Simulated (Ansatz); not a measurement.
`O=C=NB(F)F` + `CNC` → `CN(C)B(F)F` + `N=C=O` at 400 K and 1 bar (ligand exchange at a B–N bond).

Computed with Ansatz on PBE0-D4/def2-TZVP structures; ΔE is electronic, products minus reactants. CCSD(T)/CBS is the MP2 limit (def2-TZVPP, def2-QZVPP) plus CCSD(T) − MP2 in def2-TZVPP, frozen cores. This one scheme is used for every species. One conformer a species, not always the lowest.

```
     species  CCSD(T)/CBS energy (Eh)  H − E (kJ/mol)  S (J/(mol·K))
`O=C=NB(F)F`               -392.46591            88.0          345.6
       `CNC`               -135.00321           264.6          293.2
`CN(C)B(F)F`               -358.96075           277.8          366.8
     `N=C=O`               -168.51995            72.4          252.4
```

H − E and S are ideal-gas, rigid-rotor, harmonic terms from PBE0-D4/def2-TZVP, for one conformer and one mirror image of each species. 1 Eh = 2625.50 kJ/mol, R = 8.31446 J/(mol·K).

Q: By hand: ΔE, ΔH, ΔS and ΔG.

A: ΔE = (-358.96075) + (-168.51995) − (-392.46591) − (-135.00321) = -0.01158 Eh = -30.4 kJ/mol. Δ(H − E) = 277.8 + 72.4 − 88.0 − 264.6 = -2.4, so ΔH = -32.8 kJ/mol. ΔS = 366.8 + 252.4 − 345.6 − 293.2 = -19.6 J/(mol·K). ΔG = -32.8 − 400 × (-19.6)/1000 = -25.0 kJ/mol.

Q: By hand: the equilibrium constant, and the temperature at which ΔG would vanish if ΔH and ΔS stayed fixed.

A: log₁₀ K = −ΔG/(RT ln 10) = 3.3. ΔG = 0 at ΔH/ΔS = 1673 K, though so small a ΔS makes that figure unsure.

ΔH outweighs TΔS. A doubt of 5 kJ/mol in ΔE shifts log₁₀ K by 0.7 here. Other conformers and mirror images would add mixing entropy, several J/(mol·K) or more a flexible species. These are equilibria of isolated gas molecules and say nothing of rates. Largest T1 diagnostic: 0.018 (customary marks: 0.02 for closed shells, 0.045 for open ones).
